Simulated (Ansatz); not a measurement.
A made-up structure of BSiH2ClO, closed shell:

B1  (-0.715, 1.080, -0.384)
Si2  (-0.099, -0.293, 0.033)
O3  (1.332, 0.013, 0.560)
Cl4  (-0.504, -1.942, -1.328)
H5  (-1.489, 1.679, -0.108)
H6  (1.476, -0.536, 1.228)
(Å)

It is relaxed with PBE-D4/def2-SVP and then PBE0-D4/def2-TZVP (Ansatz 0.2.0). Atoms count as bonded within 1.22 times the sum of their covalent radii (H–H: 0.88 Å). The end point is not checked to be a true minimum.

**Question.** Does its bonding change? (A judgement: the text doesn't fix the answer.)

**Answer.** By the calculation: No: no bond forms or breaks.

Where it ends: The first stage lowers the energy by 3.36 eV in 10 steps. It ends as BSiH₂ClO ([BH][Si]([OH])[Cl]):
```tsv
atom	x (Å)	y (Å)	z (Å)
B1	-0.9514	1.2674	-0.4482
Si2	-0.0628	-0.2976	0.0386
O3	1.4735	-0.2110	0.5950
Cl4	-0.3423	-1.9132	-1.1916
H5	-1.8601	2.0002	-0.2553
H6	1.7431	-0.8458	1.2614
```

Labels in which every atom is bracketed show which atoms are joined, not bond orders.

For scale, one of the runs: PBE0-D4/def2-TZVP relaxation, 148 basis functions, launched by `ansatz run in.yaml --threads 2 --pin off --events-out ev --progress --plain --max-ram 4352MiB`. The run took about 11 s on 2 CPU threads of an AMD EPYC 9R45 (shared host).
